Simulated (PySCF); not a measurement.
Isomers of C2H4N2Si. Computed with PBE0-D3(BJ)/def2-SVP geometry optimisation, gas phase (PySCF 2.14.0). One conformer each; no zero-point energy, no entropy. No frequencies were run at this level. Point groups hold within 0.08 Å.

Problem. Rank from lowest to highest electronic energy at this level (kcal/mol).
A. `C(/C#N)=N\[SiH3]`
B. `[CH2:1]=[N:2][SiH2:3][C:4]#[N:5]` with C1–N2–Si3–C4 118°

Solution. B (0.0), A (8.8).

As drawn, the lower has an Si–C bond, which the higher lacks.

```csv
SMILES,E (Eh),E rel (kcal/mol),dipole (D),point group,"A, B, C (MHz)"
C=N[SiH2]C#N,-477.01199,0.0,4.39,C1,"10445, 2202, 1935"
N#C/C=N/[SiH3],-476.99803,8.8,3.75,Cs,"36325, 1536, 1500"
```

Problem. How do the relative energies change in single points at PBE0/pcSseg-1 (no added dispersion term) on the same geometries?

Solution. 
```
        SMILES  PBE0-D3(BJ)/def2-SVP (kcal/mol)  PBE0/pcSseg-1 (kcal/mol)  shift
  C=N[SiH2]C#N                              0.0                       0.0    0.0
N#C/C=N/[SiH3]                              8.8                      10.1   +1.3
```

Each column counts from its own lowest isomer. The order is unchanged; the largest shift is 1.3 kcal/mol.

Problem. As an exercise, what shares would exp(−E/RT) give at 1000 K from these electronic energies alone (no entropy, no degeneracies)?

Solution. RT = 1.987 kcal/mol: C=N[SiH2]C#N 98.8 %, N#C/C=N/[SiH3] 1.2 %.
